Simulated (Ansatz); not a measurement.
Start from `B[SiH2][CH2][AlH][CH3]` and change one atom or group to get `CO[CH2][AlH][CH3]`.

Ansatz, PBE0-D4/def2-TZVP geometries, multiplicity 1. Each molecule was computed in one conformer, which needn't be the lowest.

```json
{"property": "LUMO energy (ωB97M-V/def2-TZVPP) / eV", "`B[SiH2][CH2][AlH][CH3]`": "-0.02"}
{"property": "HOMO energy (PBE/def2-TZVPP) / eV", "`B[SiH2][CH2][AlH][CH3]`": "-6.57"}
{"property": "HOMO–LUMO gap (B3LYP/def2-TZVPP) / eV", "`B[SiH2][CH2][AlH][CH3]`": "5.38"}
{"property": "HOMO energy (PBE0/def2-TZVPP) / eV", "`B[SiH2][CH2][AlH][CH3]`": "-7.76"}
{"property": "HOMO energy (B3LYP/def2-TZVPP) / eV", "`B[SiH2][CH2][AlH][CH3]`": "-7.55"}
{"property": "size of the dipole moment (B3LYP/def2-TZVPP) / D", "`B[SiH2][CH2][AlH][CH3]`": "0.98"}
```

Question: What does the change do to each property? (Best estimate.)

Answer: Computed: 
```csv
property,`CO[CH2][AlH][CH3]`,shift
LUMO energy (ωB97M-V/def2-TZVPP) / eV,0.58,0.60
HOMO energy (PBE/def2-TZVPP) / eV,-5.15,1.42
HOMO–LUMO gap (B3LYP/def2-TZVPP) / eV,5.13,-0.25
HOMO energy (PBE0/def2-TZVPP) / eV,-6.53,1.23
HOMO energy (B3LYP/def2-TZVPP) / eV,-6.32,1.23
size of the dipole moment (B3LYP/def2-TZVPP) / D,0.87,-0.11
```

With PBE0 the HOMO rises by 1.23 eV and the LUMO rises by 1.03 eV, so the gap narrows by about 0.20 eV. PBE moves the HOMO by 1.42 eV and ωB97M-V by 1.11 eV. Dipoles are sizes alone; their direction can turn.

B3LYP here is the variant with VWN-RPA as its local correlation; programs differ in this.
